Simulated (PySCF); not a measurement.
Si(vinyl)3(OAc), C8H12O2Si.
SMILES: `C=C[Si](C=C)(C=C)OC(C)=O`

The closed-shell ground state was solved at several levels (PySCF, density fitting, gas phase, non-relativistic). The structure is a single PBE0-D3(BJ)/def2-SVP conformer in the gas phase; no vibrational or solvent corrections.

```json
{"level": "B3LYP/def2-SVPD", "basis functions": "326", "HOMO (eV)": "-7.47", "LUMO (eV)": "-1.01", "gap (eV)": "6.46", "dipole (D)": "1.84"}
{"level": "PBE0/pcSseg-1", "basis functions": "254", "HOMO (eV)": "-7.67", "LUMO (eV)": "-0.74", "gap (eV)": "6.93", "dipole (D)": "1.84"}
```

(1) What might B3LYP/pcSseg-1 (254 basis functions) give for the same quantities?

(2) Over all these levels, which gives the widest orbital gap and which the narrowest?

(3) How far do the dipole and the HOMO energy spread over the levels?

## Answers

(1) HOMO -7.42 eV, LUMO -0.93 eV, gap 6.49 eV, dipole 1.80 D.

(2) PBE0/pcSseg-1 (global hybrid, 25 % exact exchange) has the widest, 6.93 eV, and B3LYP/def2-SVPD (global hybrid, 20 % exact exchange) the narrowest, 6.46 eV. Functional and basis both differ between the two, so the spread mixes both effects.

(3) The dipole runs from 1.80 to 1.84 D (mean 1.83 D) and the HOMO from -7.67 to -7.42 eV.
